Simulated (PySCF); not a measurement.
The vertical singlet excitations below were computed for one of the candidates. Method used: TDDFT CAM-B3LYP/def2-SVPD, vertical, gas phase, core orbitals frozen in the response (PySCF 2.14.0, density-fitted response routines). Geometries: GFN2-xTB, one conformer each.

```
state  E (eV)       f
   S1    7.29   0.022
   S2    8.20   0.013
   S3    8.35   0.039
   S4    8.56   0.027
   S5    8.80   0.011
   S6    9.02   0.012
   S7    9.17  0.0028
   S8    9.40   0.035
```

Triplets computed (Tamm–Dancoff): 7.10, 7.98, 8.11 eV.

**Question.** Which candidate is it? All have the formula C5H10F2O.
A. `CC[C@H](OC)C(F)F`
B. `CCCCOC(F)F`
C. `COCCC(C)(F)F`

**Answer.** C. Its S1, at 7.29 eV, is the lowest among the candidates; the nearest of the others has S1 at 7.71 eV. S1 is HOMO→LUMO (89%). Löwdin shares by element: HOMO oxygen 59%, carbon 19% or more, hydrogen 5% or more (atoms not listed hold the other 17%); LUMO carbon 34% or more, hydrogen 15% or more (atoms not listed hold the other 51%). At the same level the other candidates give, for their lowest levels:
- `CC[C@H](OC)C(F)F`: 7.71 eV (f 0.008); 8.20 eV (f 0.027); 8.40 eV (f 0.023); 8.48 eV (f 0.005); 8.93 eV (f 0.002); T1 7.51 eV; HOMO -9.33, LUMO 1.38 eV
- `CCCCOC(F)F`: 8.54 eV (f 0.026); 9.04 eV (f 0.032); 9.19 eV (f 0.021); 9.22 eV (f 0.010); 9.30 eV (f 0.019); T1 8.34 eV; HOMO -10.26, LUMO 1.25 eV

Conformer computed: `[CH3:1][O:2][CH2:3][CH2:4][C:5]([CH3:6])([F:7])[F:8]`: C1–O2–C3–C4 -179°, O2–C3–C4–C5 -78°, C3–C4–C5–C6 66°.
